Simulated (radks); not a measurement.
These are the eigenvalues of the occupied orbitals of an atom or ion with whole-number occupations (hartree). All-electron calculation, scalar-relativistic Kohn-Sham, LB94 model potential, spin-polarised, spherical densities, finite nucleus; Fermi nuclear charge, rms radius of each element as measured or else 0.836 A^(1/3) + 0.57 fm. Program: a radial shooting solver on a logarithmic mesh with Libxc functionals.

orbital  eigenvalue
1s down   -231.3883
1s up     -231.2019
2s up     -48.36017
2s down   -47.61933
2p up     -45.82241

Which element is it, and in what charge state? The configuration may be excited. Open shells, if any, are filled with parallel spins first.

Answer. Z = 23, vanadium, charge +17: V17+ in [He] 2s2 2p2. The list shows which subshells hold electrons but not how many an open one holds; the 1s level, -231.39 hartree, gives Z - s = 21.5 by -(Z - s)^2/2, which with screening and relativity narrows Z to a few neighbours, and the depths of the outer levels then fix element, charge and occupations together.
